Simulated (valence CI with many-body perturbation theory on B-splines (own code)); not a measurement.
## Ce8+: what the settings do

Calculated by configuration interaction combined with many-body perturbation theory (CI+MBPT): four valence electrons over a frozen Dirac-Fock core [Kr] 4d10, a basis of 5 s, 5 p, 5 d, 5 f, 2 g functions for each j, with the one-electron correlation potential Σ1, the two-electron term Σ2, the three-electron term Σ3, Breit, model QED; selected CI, second order for the rest, scaled by the run's own slope (own B-spline code, finite nucleus).

No measured spectrum was set against this ion. As an estimate, levels hold to about 250 cm⁻¹ or 0.2 % of their energy and the worst to 1 %, as in measured heavy ions of charge 2 to 7; those with d or f electrons hold less well.

The reference run has the lowest level (5s^2 5p1/2^2) J=0 and an ionisation energy of 125.567 eV. Its largest variational space holds 10000 state functions.

Levels are named by their leading jj configuration (3d3/2^4 stands for four electrons in 3d with j = 3/2), which in mixed levels can hold well under half, so a name can repeat and another be missing.

Changed runs:
A. natural orbitals for correlation on → off
B. cutoff of virtual states (hartree) 6728 → 960; scale of Σ1 1 → 0; scale of Σ2 1 → 0; three-electron term on → off
C. correlating orbitals by l 2 2 3 3 2 → 4 4 3 0 0; scale of Σ2 1 → 0.8
D. correlating orbitals by l 2 2 3 3 2 → 2 2 1 1 0; natural orbitals for correlation on → off (bad on purpose)

Excitation energies of the reference run in cm⁻¹, and shifts in cm⁻¹:

```
                 Level  Reference       A       B       C       D
(5s^2 5p1/2 5p3/2) J=1      23575    -197   -1295    -310    -251
(5s^2 5p1/2 5p3/2) J=2      30140     -53    -991     -25     -46
    (5s^2 5p3/2^2) J=2      59033    -138   -1699     -62    -163
(4f5/2 5s^2 5p1/2) J=3      72327    +305  +19658   +4188    +534
(4f7/2 5s^2 5p1/2) J=3      76861    +371  +19268   +4325    +632
(4f5/2 5s^2 5p1/2) J=2      78056    +556  +19149   +4513    +898
(4f7/2 5s^2 5p1/2) J=4      78837    +512  +19195   +4480    +821
    (5s^2 5p3/2^2) J=0      80923    +660   -1152    +960    +902
(4f5/2 5s^2 5p3/2) J=3     100705    +260  +18017   +4091    +496
(4f7/2 5s^2 5p3/2) J=4     103802    +334  +17845   +4196    +600
(4f7/2 5s^2 5p3/2) J=5     107844    +373  +18056   +4160    +623
(4f7/2 5s^2 5p3/2) J=3     108425    +420  +18484   +4339    +686
Ionisation energy (eV)    125.567  -0.025  -1.081  -0.015  -0.060
```
